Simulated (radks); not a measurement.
Problem. Coherent X-ray form factor from a spherical all-electron density. Method: Dirac Kohn-Sham, relativistic LDA (MacDonald-Vosko exchange, VWN5 correlation), spin-unpolarised, spherical densities, finite nucleus; Fermi nuclear charge, rms radius of each element as measured or else 0.836 A^(1/3) + 0.57 fm; computed with a radial shooting solver on a logarithmic mesh with Libxc functionals.

| sin(theta)/lambda (1/angstrom) | f0 (electrons) |
|---|---|
| 0.05 | 47.605 |
| 0.1 | 46.471 |
| 0.15 | 44.730 |
| 0.2 | 42.564 |
| 0.25 | 40.158 |
| 0.3 | 37.675 |
| 0.4 | 32.908 |
| 0.5 | 28.764 |
| 0.6 | 25.367 |
| 0.8 | 20.578 |
| 1 | 17.585 |
| 1.25 | 14.864 |
| 1.5 | 12.457 |
| 2 | 8.541 |

The species is in the configuration that NIST lists as its ground one. Which atom or ion scatters so?

Solution. The xenon ion Xe6+, [Kr] 4d10 5s2. Extrapolating in s^2 from the first two rows gives f0(0) = 48.0, near the electron count 48; among species with that count, the fall with angle is slower the higher Z, and the table is that of Z = 54; from so few rows the species is fixed only to a neighbour or two.
